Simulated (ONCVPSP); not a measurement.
Potentials for chlorine compared

Generated with ld1.x 7.5 (TM, RRKJ, ultrasoft, PAW), atompaw 4.2 or ONCVPSP 4.0.1. The cutoff is in Ry: for ld1.x and atompaw files where the sum of valence levels is converged to 10 mRy in a Bessel basis, for ONCV files where the hardest occupied wave has 1 mHa per electron of residual kinetic energy. The error is the largest all-electron minus pseudo excitation energy over each file’s own four to seven test configurations (ionisations up to +4, promotions, holes and added fractions of an electron), all of which were solved. The labels leave out finer settings (local radius, basis sizes, second energies), which also bear on the numbers. Spin-polarised tests are not counted. The rows are a selection from randomly drawn settings: files with unsolved tests, undetermined cutoffs or missed reference levels are left out.

A true bound ghost makes a file unfit for plane-wave use even where its test errors are small: the radial tests pick states by their node count and pass the ghost by.

| potential | cutoff (Ry) | largest error (meV) | bound ghosts |
| --- | --- | --- | --- |
| ONCV, PBEsol, scalar-relativistic, rc 1.05/1.55/1.50 (spd), local s, core correction yes, reference 3s1.75 3p5.25, qcut 7.7/5.9/7.5, projectors 0/1/1 | 64 | +23 | none |
| ONCV, LDA (Perdew-Wang 92), scalar-relativistic, rc 1.40/1.15/1.10 (spd), local smoothed, core correction yes, reference 3s2 3p5, qcut 4.2/8.2/9.2, projectors 3/2/1 | 111 | +84 | none |
| ONCV, PBE, non-relativistic, rc 1.40/1.40 (sp), local p, core correction yes, reference 3s2 3p5, qcut 5.7/5.9, projectors 2/0 | 28 | +207 | none |
| ONCV, PBE, scalar-relativistic, rc 1.10/1.10/1.10 (spd), local p, core correction yes, reference 3s1 3p6, qcut 4.8/6.5/9.5, projectors 1/0/2 | 97 | +174 | none |
| ONCV, PBE, scalar-relativistic, rc 0.75/0.55 (sp), local smoothed, core correction yes, reference 2s2 2p6 3s1.75 3p5.25, qcut 15.7/19.8, projectors 2/3 | 376 | +5.9 | none |
| ONCV, PBE, scalar-relativistic, rc 1.10/1.10 (sp), local smoothed, core correction yes, reference 3s2 3p4, qcut 4.7/8.7, projectors 1/2 | 59 | +229 | s |
| ONCV, PBE, scalar-relativistic, rc 1.25/1.50/1.15 (spd), local smoothed, core correction yes, reference 3s1.75 3p5.25, qcut 4.7/5.9/7.9, projectors 2/1/1 | 89 | +74 | none |

Fill in the row for Cl: ONCV, PBE, scalar-relativistic, rc 1.30/0.95/1.05 (spd), local smoothed, core correction yes, reference 3s2 3p3, qcut 5/7.6/10.6, projectors 2/2/2.

cutoff 307 Ry, largest error +15 meV, bound ghosts: p.
